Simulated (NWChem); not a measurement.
System: arsenic trifluoride (AsF$_{3}$); SMILES F[As](F)F

NWChem input:

```
start job
memory heap 200 mb stack 900 mb global 1100 mb
geometry units angstroms noautosym nocenter noautoz
  F     -1.456566    -0.393192    -0.504979
  As     0.000000     0.000000     0.383902
  F      1.068797    -1.064827    -0.504979
  F      0.387769     1.458019    -0.504979
end
basis spherical
  * library def2-svp
end
dft
  xc b3lyp
  iterations 150
end
property
  response 1 0.0773
end
task dft property
```

Coordinates come from a PBE-D3(BJ)/def2-SVP optimisation.

Field at 589 nm.

What results follow from this input? (B3LYP/def2-SVP.) Quantities: isotropic polarisability (bohr³); anisotropy (bohr³).


```json
{
 "isotropic polarisability (bohr³)": "23.5",
 "anisotropy (bohr³)": "4.7"
}
```
